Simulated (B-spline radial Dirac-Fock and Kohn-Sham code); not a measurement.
La¹⁹⁺: eigenvalues, ΔSCF and the reference

System: the La¹⁹⁺ ion, configuration [Kr] 4d2.

The density-functional columns are spherical, spin-unpolarised Dirac-Kohn-Sham results without Breit or QED terms: −ε is minus the orbital energy of the initial state and ΔSCF the difference of two total energies. The reference in the last column comes from Dirac-Fock ΔSCF + Breit + QED. All numbers are from an atomic code on a B-spline grid, in eV; a selection of levels is shown. The Kohn-Sham columns are given as differences from the reference. For the 1s level of heavy atoms much of the gap between ΔSCF and the reference is the Breit and QED part, -147.7 eV here; for other levels the error of the functional can be larger.

```
level  LDA −ε − DF  LDA ΔSCF − DF  Dirac-Fock
   1s       -274.3         +135.9     39441.4
   2s       -140.9          -55.2      6786.5
2p1/2       -107.9           -3.8      6407.5
2p3/2       -112.4          -15.4      5999.1
   3s        -75.2          -39.7      1859.8
3p1/2        -61.8          -25.1      1700.9
3p3/2        -61.0          -25.6      1618.3
3d3/2        -40.4           -1.3      1343.6
3d5/2        -40.9           -2.2      1326.4
   4s        -28.0           -9.8       715.7
4p1/2        -17.7           +0.3       649.1
4p3/2        -18.0           -0.5       628.3
   4d        -15.1           +2.0       528.9
```

Values without a named source are computed, but for edge energies of neutral atoms, which are taken from tables.
